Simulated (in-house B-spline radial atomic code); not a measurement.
# Removing one electron from Ir XVI (Ir15+)

Closed shell [Kr] 4d10 4f14 5s2. Computed with a B-spline radial code for spherical atoms: Koopmans values of Dirac-Hartree-Fock plus a diagonal self-energy, in second order or with its direct term screened (direct RPA, with the hole-particle interaction, or full time-dependent Hartree-Fock), linearised in energy; no-pair Dirac-Coulomb Hamiltonian, finite nucleus. Shifts add to the Koopmans value (the ΔSCF shift is orbital relaxation alone); the final value takes TDHF screening with Breit and QED.

Command:
```bash
python run_mb.py task.json out
```
Settings (nuclear radius in fm, box in bohr, cutoff in hartree):
```
basis_form          2
Z                   77
core_configuration  [Kr] 4d10 4f14 5s2
rms_radius          5.4032
mass_number         193
speed_of_light      137.036
box_radius          5.621
lmax                7
intervals           59
virtual_cutoff      23716.0
```

Cost of the run: 53 s on 1 thread of Intel(R) Xeon(R) 6975P-C, with other jobs on the host.

Energies in eV:

```csv
subshell,Koopmans,ΔSCF shift,second order,direct RPA,hole-particle,TDHF,Breit + QED,final
4f7/2,376.29,-4.546,?,?,?,?,?,?
5s1/2,376.57,-0.508,3.007,2.044,2.257,2.407,-0.589,378.39
4f5/2,379.64,-4.706,-4.670,-1.721,-2.161,-2.205,0.035,377.47
```

Q: What does the self-energy do to 4f7/2?

A: It shifts the removal energy by -4.450 eV in second order, -1.621 with direct RPA, -2.049 with the hole-particle term and -2.090 with TDHF screening (quasi-particle weight 0.982); Breit and QED add 0.147 eV. The final value is 374.35 eV, against 356 ± 17 eV (NIST, tabulated theory).
